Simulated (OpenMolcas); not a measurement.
**Cr2+, Mo2+, W2+: d⁴ down the group**

- Program: OpenMolcas 26.06
- Method: SS-CASPT2, IPEA 0.25 Eh, imaginary shift 0.1 Eh
- Basis: ANO-RCC-VTZP
- Scalar Hamiltonian: DKH2, point nucleus
- Spin-orbit coupling: state interaction with AMFI integrals over the reference wave functions, term energies averaged over their components

Active space for each ion: 4 electrons in 6 orbitals (d s); closed shells correlated by CASPT2: Cr2+ 3s 3p; Mo2+ 4s 4p; W2+ 5s 5p.

Computed levels in cm-1 above ⁵D₀:

```json
{"Level": "⁵D₁", "Cr2+": "71.0", "Mo2+": "249", "W2+": "2460"}
{"Level": "⁵D₂", "Cr2+": "210", "Mo2+": "690", "W2+": "4870"}
{"Level": "⁵D₃", "Cr2+": "411", "Mo2+": "1264", "W2+": "6820"}
{"Level": "⁵D₄", "Cr2+": "669", "Mo2+": "1934", "W2+": "8300"}
{"Level": "³H₄", "Cr2+": "17760", "Mo2+": "13960", "W2+": "15390"}
{"Level": "³H₅", "Cr2+": "17910", "Mo2+": "14560", "W2+": "18680"}
{"Level": "³H₆", "Cr2+": "18080", "Mo2+": "15110", "W2+": "20430"}
{"Level": "³G₄", "Cr2+": "21320", "Mo2+": "17690", "W2+": "22540"}
{"Level": "³G₅", "Cr2+": "21480", "Mo2+": "18110", "W2+": "25350"}
{"Level": "weight of ⁵D in the lowest level (%)", "Cr2+": "100", "Mo2+": "98", "W2+": "65"}
```

Mixed levels, with the weight of the term that names them: W2+ ⁵D₀ (65 %), W2+ ³H₄ (51 %), W2+ ³H₅ (69 %), W2+ ³G₄ (51 %), W2+ ³G₅ (65 %).

Measured, with the error of the calculation in %. Measured levels: Cr2+ from Sugar and Corliss, J. Phys. Chem. Ref. Data 6, 317 (1977); Mo2+ from Sugar and Musgrove, J. Phys. Chem. Ref. Data 17, 155 (1988); W2+ from NIST levels as listed in McCann et al., Mon. Not. R. Astron. Soc. 538, 537 (2025).

| Level | Cr2+ | Mo2+ | W2+ |
| --- | --- | --- | --- |
| ⁵D₁ | 62.2 (+14.2) | 242 (+3.0) | 2256 (+8.9) |
| ⁵D₂ | 183 (+14.6) | 668 (+3.2) | 4461 (+9.3) |
| ⁵D₃ | 357 (+15.3) | 1224 (+3.3) | 6278 (+8.7) |
| ⁵D₄ | 576 (+16.1) | 1872 (+3.3) | 7687 (+8.0) |
| ³H₄ | 17274 (+2.8) | 12680 (+10.1) |  |
| ³H₅ | 17397 (+2.9) | 13276 (+9.7) |  |
| ³H₆ | 17531 (+3.2) | 13811 (+9.4) |  |
| ³G₄ | 20853 (+2.2) | 16283 (+8.6) |  |
| ³G₅ | 20996 (+2.3) | 16714 (+8.4) |  |

The fine-structure level ⁵D₄ changes by a factor of 12.4 from Cr2+ to W2+.

Without spin-orbit coupling ³H lies 17540, 13520, 12530 cm-1 above ⁵D in that order; the difference to the level ³H₄, of either sign, comes from spin-orbit coupling, which also lowers the zero.

CASPT2 breaks the degeneracy within a term, and the mean is taken; among the terms shown or strongly mixed into the levels shown the widest spread is 540 cm-1 (5d³ 6s ⁵F, W2+). Over all roots computed the reference weight is 0.88 to 0.94 in Cr2+; the roots of lowest weight are the least certain, and an intruder state may touch them. Terms from blocks run as CI alone lack orbitals of their own. Configurations are named by rounded mean occupations; where the s occupation lies near a half they are strongly mixed, a name can repeat and a true partner stay unpaired (holds for Mo2+; W2+). Some high roots are left out of the spin-orbit mixing, which shifts the levels that they would mix with (holds for W2+). The CASPT2 spread within a term exceeds the gap to the next term for 5d⁴ ¹G(1) and 5d⁴ ¹I, so the order of their levels is uncertain (holds for W2+). Measured partners are found by configuration, term and J. A level has none where our copy of the source lacks it or the pairing is in doubt (some pairs that miss far off the trend of their configuration count as doubtful), and it then counts in no deviation. Only configurations of the active space appear.

A number in round brackets counts repeated terms of one configuration in the order of the reference energies.
